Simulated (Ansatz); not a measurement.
Geometry optimisation, RHF/def2-SVP in Ansatz 0.2.0.

Input:

```yaml
crystal:
  periodic: [false, false, false]
  atoms:
    - { symbol: C, position_ang: [-1.0558, -1.0282, -0.2001] }
    - { symbol: Ge, position_ang: [0.4606, -0.1132, 0.5337] }
    - { symbol: Cl, position_ang: [2.1599, -1.3851, 0.2545] }
    - { symbol: C, position_ang: [0.8301, 1.5694, -0.3713] }
    - { symbol: O, position_ang: [-0.1005, 2.4172, -0.3585] }
    - { symbol: H, position_ang: [-1.9905, -0.314, -0.077] }
    - { symbol: H, position_ang: [-0.9169, -1.1664, -1.2899] }
    - { symbol: H, position_ang: [-1.2337, -1.9314, 0.3016] }
    - { symbol: H, position_ang: [0.2437, 0.1677, 2.0878] }
    - { symbol: H, position_ang: [1.6861, 1.7329, -0.8779] }
basis:
  gaussian: { orbitals: def2-SVP }
hamiltonian:
  xc: hf
relax:
  f_tol: 0.02
  max_steps: 40
output:
  orbitals: {}
```

Command:

```bash
$ ansatz run input.yaml --threads 2 --pin off --max-ram 3072MiB --backend cpu --events-out ev --progress --plain --runs-dir out
```

Task: Where does it end, and by what steps?

Result: It converged. The force dipped under the threshold on the way, but the program's further checks kept it going. After 20 steps the energy has fallen by 0.683 eV; H10 moved furthest, 0.24 Å.

```
step  energy less start (eV)  largest force component (eV/Å)  accepted
   0                  0.0000                           7.645       yes
   1                 -0.3279                           3.502       yes
   2                 -0.3843                           4.483       yes
   3                 -0.4710                           1.484       yes
   4                 -0.6390                           0.804       yes
   5                 -0.6673                           0.402       yes
   6                 -0.6776                           0.102       yes
   7                 -0.6811                           0.029       yes
   8                 -0.6805                           0.150        no
   9                 -0.6817                           0.010       yes
  10                 -0.6819                           0.128       yes
  11                 -0.6821                           0.129       yes
  12                 -0.6825                           0.009       yes
  13                 -0.6826                           0.029       yes
  14                 -0.6817                           0.214        no
  15                 -0.6824                           0.030        no
  16                 -0.6826                           0.006       yes
  17                 -0.6825                           0.120        no
  18                 -0.6827                           0.043       yes
  19                 -0.6827                           0.031       yes
  20                 -0.6827                           0.001       yes
```

```xyz
10
Properties=species:S:1:pos:R:3
C -1.122 -1.006 -0.194
Ge 0.442 -0.130 0.555
Cl 2.215 -1.346 0.184
C 0.779 1.613 -0.359
O -0.120 2.371 -0.512
H -1.969 -0.320 -0.161
H -0.935 -1.284 -1.231
H -1.368 -1.904 0.372
H 0.363 0.090 2.065
H 1.797 1.864 -0.717
```

Whether the end is a true minimum wasn't checked by a vibrational analysis.

The run took 81 s on 2 threads of Arm Neoverse N1, on a shared host, peak memory 0.28 GiB.
